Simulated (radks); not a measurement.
Q: These are the eigenvalues of the occupied orbitals of an atom or ion with whole-number occupations (hartree). Method: Dirac Kohn-Sham, PBE, spin-unpolarised, spherical densities, point nucleus; computed with a radial shooting solver on a logarithmic mesh with Libxc functionals.

orbital  eigenvalue
1s1/2     -3144.171
2s1/2     -561.4498
2p1/2     -538.9161
2p3/2     -463.0110
3s1/2     -136.1077
3p1/2     -125.9734
3p3/2     -109.0993
3d3/2     -92.41973
3d5/2     -88.81998
4s1/2     -32.27606
4p1/2     -27.91011
4p3/2     -23.74347
4d3/2     -16.62919
4d5/2     -15.84412
4f5/2      -6.67201
5s1/2      -6.54732
4f7/2      -6.49280
5p1/2      -5.03066
5p3/2      -4.21141
5d3/2      -2.07023
5d5/2      -1.96586
6s1/2      -1.43559

Which element is it, and in what charge state? The configuration may be excited. Open shells, if any, fill j = l - 1/2 first.

A: Z = 81, thallium, charge +3: Tl3+ in [Xe] 4f12 5d10 6s2. The list shows which subshells hold electrons but not how many an open one holds; the 1s level, -3144.2 hartree, gives Z - s = 79.3 by -(Z - s)^2/2, which with screening and relativity narrows Z to a few neighbours, and the depths of the outer levels then fix element, charge and occupations together.
